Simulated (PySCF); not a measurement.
Compound: Zr(SMe)2Cl2, C2H6Cl2S2Zr (singlet state).
Bonds: Zr1–S2, Zr1–S7, Zr1–Cl12, Zr1–Cl13, S2–C3, S7–C8. Hydrogens: H4, H5, H6 on C3; H9, H10, H11 on C8.

Method used: PBE0-D3(BJ)/def2-SVP geometry optimisation, gas phase, def2 core potentials past Kr in PySCF.

Problem. Give the optimised bond lengths and angles.

Solution. 
```
                  bond  length (pm)
        Zr1–S2, Zr1–S7        240.4
    Zr1–Cl12, Zr1–Cl13        234.2
          S2–C3, S7–C8        183.6
C3–H4 and 5 like bonds        109.8
```

Bonds in one row agree within 1 pm and their mean is given. A selection of angles:
```
        angle  degrees
    S2–Zr1–S7    113.7
  S2–Zr1–Cl12    109.7
Cl12–Zr1–Cl13    105.1
    Zr1–S2–C3     99.6
     S2–C3–H4    110.8
     S2–C3–H5    106.9
     H4–C3–H5    109.0
    Zr1–S7–C8     98.1
```

Torsions: S7–Zr1–S2–C3 178° (antiperiplanar); S2–Zr1–S7–C8 176° (antiperiplanar). The mirror-image conformer, all signs reversed, is as good.

Zr1 (zirconium bonded to 2 Cl and 2 S) is distorted tetrahedral (angles from 105.1° to 113.7°).

Whether it is a minimum is left open (no frequencies).
